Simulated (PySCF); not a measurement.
Peak assignment

Bonds (- single, = double, # triple, : aromatic): C1=C2, C2-O3, O3-Si4, Si4-O5, O5-C6, C6-Si7. C1 carries H8, H9; C2 carries H10; Si4 carries H11, H12; C6 carries H13, H14; Si7 carries H15, H16, H17. H8 is cis to O3; H9 is trans to O3.

- NMR shieldings at PBE0/pcSseg-1/GIAO
- GFN2-xTB structure
- run in PySCF
- no relativistic terms, isolated molecule, rapidly exchanging positions averaged, one computed conformer

Scale: ¹³C (σref 186.93) and ¹H (σref 31.72) vs TMS (reference shieldings calculated alike).

Question: Assign these signals to the numbered atoms. ¹³C{¹H} NMR (computed): δ 155.3 (CH), 94.7 (CH2), 49.5 (CH2).

Answer: 
| δ (ppm) | atoms | environment | reason |
| --- | --- | --- | --- |
| 155.3 | C2 | alkene carbon bearing oxygen | an sp2 carbon further deshielded by the attached heteroatom |
| 94.7 | C1 | β carbon of an enol-ether or enamine type C=C | the O or N lone pair pushes π density onto this β carbon and shields it |
| 49.5 | C6 | sp3 CH2 bonded to O and Si | the inductive effect lowers its shielding |

Question: Assign these signals to the numbered atoms. ¹H NMR (500 MHz, computed): δ 6.57 (m, 1H), 5.05 (s, 2H), 4.33 (m, 1H), 4.16 (m, 1H), 3.98 (m, 3H), 3.87 (m, 2H).

Answer: 
| δ (ppm) | atoms | environment | reason |
| --- | --- | --- | --- |
| 6.57 | H10 | hydrogen on an alkene carbon bearing oxygen | olefinic region |
| 5.05 | H11/H12 | hydrogen on a silicon bonded to 2 O | – |
| 4.33 | H9 | hydrogen on a β carbon of an enol-ether or enamine type C=C | lone-pair donation from O or N shields it, upfield of ordinary alkene protons |
| 4.16 | H8 | hydrogen on a β carbon of an enol-ether or enamine type C=C | – |
| 3.98 | H15/H16/H17 | hydrogen on a silicon bonded to C | – |
| 3.87 | H13/H14 | hydrogen on an sp3 CH2 bonded to O and Si | its carbon carries O, an electronegative neighbour |

H15/H16/H17 and H13/H14 lie closer than the usual error of such a calculation, so a measured spectrum could show them in the other order.

Shifts are as computed. Against solution values, carbons near 30 ppm lie about +3 ppm off and those near 130 ppm about +5 ppm. Of 1211 compounds with measured shifts, 218 miss one by over three times the rms of a fit or turn the order of signals round; such compounds aren't used in these exercises. Multiplicities follow the n + 1 count of equivalent neighbours, as no J values were calculated; m marks all less simple cases, F and P coupling included.
